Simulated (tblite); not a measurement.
C₅H₆F₃O₂ (doublet state).
SMILES with atom numbers: `[CH3:1][C:2](=[O:3])[O:4][C@H:5]([F:6])[CH:7][CH:8]([F:9])[F:10]` (hydrogens: H11, H12, H13 on C1; H14 on C5; H15 on C7; H16 on C8)
Bond orders are those of one Lewis drawing.

Computed with GFN2-xTB (tblite), gas phase: L-BFGS steps from a force-field or distance-geometry start until the largest atomic force falls under 0.01 eV/Å.

Step 44: E = -980.4304 eV
```
atom  x, y, z in Å  |  force x, y, z in eV/Å
C1      2.5072    0.2618    1.0143   -0.002  -0.002  -0.002
C2      1.4914   -0.6427    0.3860   -0.002  -0.007  -0.003
O3      1.4300   -1.8319    0.4780    0.004   0.044  -0.004
O4      0.5890    0.0959   -0.3199    0.006  -0.002   0.004
C5     -0.3932   -0.6027   -1.0467    0.002  -0.007  -0.003
F6      0.0815   -0.8147   -2.3121   -0.004  -0.009  -0.001
C7     -1.6465    0.1635   -1.0970   -0.004  -0.001  -0.004
C8     -2.2357    0.7052    0.1429   -0.003   0.009   0.001
F9     -2.1106   -0.1584    1.1889    0.010   0.006  -0.003
F10    -3.5581    0.9495   -0.0025   -0.009  -0.009  -0.003
H11     3.3440   -0.3251    1.3803   -0.014   0.000   0.000
H12     2.8399    0.9978    0.2873    0.009  -0.008   0.011
H13     2.0429    0.7903    1.8448   -0.004  -0.018  -0.002
H14    -0.5108   -1.6111   -0.5907    0.016  -0.001   0.005
H15    -2.1096    0.3732   -2.0419   -0.016   0.001   0.000
H16    -1.7689    1.6582    0.4720    0.011   0.004   0.005
```

Step 45: E = -980.4304 eV
```
atom  x, y, z in Å  |  force x, y, z in eV/Å
C1      2.5075    0.2616    1.0141   -0.007  -0.003  -0.002
C2      1.4916   -0.6417    0.3854   -0.008  -0.025  -0.012
O3      1.4304   -1.8312    0.4754    0.006   0.053  -0.002
O4      0.5884    0.0975   -0.3191    0.005  -0.015   0.003
C5     -0.3932   -0.6025   -1.0458    0.001   0.000  -0.005
F6      0.0823   -0.8163   -2.3106   -0.004  -0.004  -0.004
C7     -1.6464    0.1639   -1.0973   -0.005  -0.002  -0.002
C8     -2.2360    0.7057    0.1424   -0.003   0.004   0.003
F9     -2.1106   -0.1579    1.1883    0.010   0.000   0.001
F10    -3.5586    0.9491   -0.0028   -0.004  -0.006  -0.004
H11     3.3437   -0.3258    1.3803   -0.006  -0.004   0.002
H12     2.8406    0.9976    0.2877    0.013  -0.001   0.008
H13     2.0423    0.7888    1.8445   -0.004  -0.008   0.006
H14    -0.5104   -1.6106   -0.5892    0.013   0.002   0.009
H15    -2.1102    0.3725   -2.0422   -0.013   0.000  -0.001
H16    -1.7691    1.6582    0.4725    0.008   0.009   0.000
```

Task: Estimate the geometry and energy of step 46. (The exact step hangs on the optimiser's Hessian estimate; all steps are aligned on step 45, rigid shifts and turns removed.)

Result: E = -980.4305 eV, largest force 0.039 eV/Å
```
atom  x, y, z in Å  |  force x, y, z in eV/Å
C1      2.5071    0.2615    1.0140   -0.008  -0.002   0.001
C2      1.4908   -0.6406    0.3853   -0.009  -0.027  -0.017
O3      1.4284   -1.8300    0.4756    0.006   0.039   0.000
O4      0.5884    0.0989   -0.3197    0.001  -0.019  -0.002
C5     -0.3928   -0.6022   -1.0462   -0.003   0.004  -0.005
F6      0.0831   -0.8173   -2.3105   -0.006   0.000  -0.005
C7     -1.6463    0.1639   -1.0978   -0.005  -0.002  -0.001
C8     -2.2351    0.7058    0.1425    0.000   0.000   0.002
F9     -2.1083   -0.1577    1.1883    0.009  -0.002   0.001
F10    -3.5582    0.9481   -0.0018    0.002  -0.003  -0.003
H11     3.3425   -0.3263    1.3804    0.000  -0.008   0.004
H12     2.8406    0.9974    0.2880    0.014   0.006   0.006
H13     2.0410    0.7876    1.8443   -0.003   0.001   0.013
H14    -0.5093   -1.6102   -0.5890    0.011   0.005   0.011
H15    -2.1114    0.3719   -2.0422   -0.010  -0.002   0.001
H16    -1.7678    1.6582    0.4727    0.002   0.009  -0.004
```

The energy changes by -0.0001 eV. The first-order estimate −F·Δx gives -0.0001 eV and the mean of the old and new forces, exact on a quadratic surface, -0.0001 eV. The step makes an angle of 75° with the force vector and moves no atom by more than 0.002 Å.

The cost below is that of the whole relaxation. The run took 0.55 s wall on one thread of an Arm Neoverse V1, no GPU (shared host).
